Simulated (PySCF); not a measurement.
Species, as SMILES: F[C]F (closed-shell singlet).
Geometry (B3LYP-D3(BJ)/def2-TZVP, fixed):
```xyz
3

F     -1.0201    -0.2528     0.0305
C     -0.0313     0.5961     0.0011
F      1.0410    -0.1446    -0.0312
```
Charge 0, spin multiplicity 1.

Basis-set convergence of the isotropic shielding of C2 at HF with PySCF. GIAO, no density fitting; atoms are numbered in the order shown. All functions are spherical. No added dispersion term, no relativity. Reference: the value in pcseg-3, -147.68 ppm, itself unsure by roughly 6.54 ppm (its distance from pcSseg-2). Deviations are taken from unrounded values. Cost is core time over that of cc-pVTZ, rough, on shared machines of one kind; a dash marks a row that isn't timed (too short, read off another run, short of memory, by another algorithm or on other hardware).

```tsv
basis	functions	isotropic shielding of C2 (ppm)	minus reference (ppm)	cost
3-21G	27	-115.08	32.61	-
6-31G	27	-162.58	-14.90	-
pcSseg-0	27	-200.35	-52.67	-
cc-pVDZ	42	-122.54	25.14	-
def2-SVP	42	-131.93	15.75	-
aug-cc-pVDZ	69	-118.11	29.57	-
cc-pVTZ	90	-133.22	14.46	1×
pcseg-2	90	-146.05	1.63	0.7×
def2-TZVPP	93	-137.05	10.63	1×
6-311++G(3df,3pd)	117	-131.44	16.24	3×
aug-pcseg-2	138	-145.71	1.97	5×
cc-pVQZ	165	-137.39	10.29	8×
def2-QZVPPD	195	-139.85	7.84	20×
```
